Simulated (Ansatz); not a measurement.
C3H9AlO: the same geometry under several functionals.

```yaml
crystal:
  periodic: [false, false, false]
  atoms:
    - {symbol: C, position_ang: [-1.580700, 0.172289, 0.886414]}
    - {symbol: C, position_ang: [-0.459700, 0.365464, -0.099684]}
    - {symbol: O, position_ang: [0.780771, 0.729373, 0.660870]}
    - {symbol: C, position_ang: [-0.002098, -0.843454, -0.885596]}
    - {symbol: Al, position_ang: [1.912668, -0.396011, -0.517018]}
    - {symbol: H, position_ang: [-2.493135, -0.085303, 0.344174]}
    - {symbol: H, position_ang: [-1.775655, 1.073336, 1.474569]}
    - {symbol: H, position_ang: [-1.344168, -0.646971, 1.568349]}
    - {symbol: H, position_ang: [-0.662449, 1.210684, -0.763779]}
    - {symbol: H, position_ang: [0.850241, 1.670460, 0.845476]}
    - {symbol: H, position_ang: [-0.356925, -1.772194, -0.433652]}
    - {symbol: H, position_ang: [-0.333893, -0.807035, -1.922772]}
    - {symbol: H, position_ang: [2.621912, 0.639417, -1.510081]}
    - {symbol: H, position_ang: [2.830231, -1.339255, 0.381530]}
basis:
  gaussian: {orbitals: def2-TZVPP}
hamiltonian: {xc: {name: wB97M-V}}
output: {forces: true, orbitals: {seedname: orbitals}}
```

```sh
$ ansatz run in.yaml --threads 4 --pin off --events-out ev --progress --plain --max-ram 10444MiB
```

Shortened log:

```
Functional definition: wB97M-V
1494 factors; their error is unknown
396 factors; integrals over basis functions are off by at most 1.0e-5 eV
mean field evaluation 1: about -11894.8471 eV, gradient 5.6e1 eV
mean field evaluation 2: about -11896.8281 eV, gradient 4.8e1 eV
mean field evaluation 4: about -11901.2312 eV, gradient 2.6e0 eV
mean field evaluation 8: about -11901.2548 eV, gradient 3.3e-2 eV
mean field evaluation 16: about -11901.2368 eV, gradient 1.1e-4 eV
mean field -11901.23676312 eV, -437.3623840968 hartree, gradient 4.1e-5 eV, S^2 0.000000; 0 other end points of the search recorded, 0 dependent functions left out
reference -11901.23682377 eV, -437.3623863254 hartree; 24, 24 occupied and 268, 268 virtual orbitals, 1494 factors
Total energy: -11901.23682377 eV, -437.3623863254 hartree
Atom 0 at    -1.580700     0.172289     0.886414 Å, force    -0.154890    -0.022923     0.134421 eV/Å
Atom 1 at    -0.459700     0.365464    -0.099684 Å, force    -0.143936     0.133395    -0.181208 eV/Å
Atom 2 at     0.780771     0.729373     0.660870 Å, force     0.111620     0.138532     0.117106 eV/Å
Atom 3 at    -0.002098    -0.843454    -0.885596 Å, force     0.034991    -0.150085    -0.096875 eV/Å
Atom 4 at     1.912668    -0.396011    -0.517018 Å, force     0.171837    -0.040400    -0.026804 eV/Å
Atom 5 at    -2.493135    -0.085303     0.344174 Å, force     0.070172     0.016012     0.037705 eV/Å
Atom 6 at    -1.775655     1.073336     1.474569 Å, force     0.024376    -0.065468    -0.046957 eV/Å
Atom 7 at    -1.344168    -0.646971     1.568349 Å, force    -0.006789     0.054012    -0.051762 eV/Å
Atom 8 at    -0.662449     1.210684    -0.763779 Å, force     0.019744    -0.067508     0.060616 eV/Å
Atom 9 at     0.850241     1.670460     0.845476 Å, force     0.002168    -0.062500     0.003250 eV/Å
Atom 10 at    -0.356925    -1.772194    -0.433652 Å, force     0.008661     0.064411    -0.020132 eV/Å
Atom 11 at    -0.333893    -0.807035    -1.922772 Å, force     0.016491     0.000278     0.070494 eV/Å
Atom 12 at     2.621912     0.639417    -1.510081 Å, force    -0.066542    -0.088672     0.087086 eV/Å
Atom 13 at     2.830231    -1.339255     0.381530 Å, force    -0.087904     0.090918    -0.086942 eV/Å
Dipole moment:    -0.659111     0.478260     0.222840 e Å
```

Hardware: 4 threads of an Arm Neoverse V1 on a shared host. Wall time 15 s, peak host memory 1.2 GiB.

Changing it to `hamiltonian: {xc: pbe, dispersion: d4}` (abridged; 3.4 s):

```
Functional definition: PBE
mean field evaluation 16: about -11893.5701 eV, gradient 3.9e-4 eV
mean field -11893.57004525 eV, -437.0806374114 hartree, gradient 2.4e-5 eV, S^2 0.000000
Total energy: -11893.85226446 eV, -437.0910087762 hartree
Atom 0 force    -0.025749     0.017372     0.019173 eV/Å
Atom 1 force    -0.249368    -0.091289    -0.180084 eV/Å
Atom 2 force     0.339672    -0.219823     0.305757 eV/Å
Atom 3 force     0.016064    -0.047314    -0.033275 eV/Å
Atom 4 force     0.162501    -0.068059    -0.093270 eV/Å
Atom 5 force    -0.188928    -0.050329    -0.093846 eV/Å
Atom 6 force    -0.055734     0.173647     0.124886 eV/Å
Atom 7 force     0.036109    -0.166979     0.137542 eV/Å
Atom 8 force    -0.054167     0.179150    -0.151558 eV/Å
Atom 9 force     0.028347     0.458647     0.093325 eV/Å
Atom 10 force    -0.066358    -0.185266     0.075858 eV/Å
Atom 11 force    -0.046871    -0.005512    -0.204304 eV/Å
Atom 12 force     0.046715     0.062444    -0.061945 eV/Å
Atom 13 force     0.057767    -0.056689     0.061740 eV/Å
Dipole moment:    -0.650006     0.466193     0.223325 e Å
```
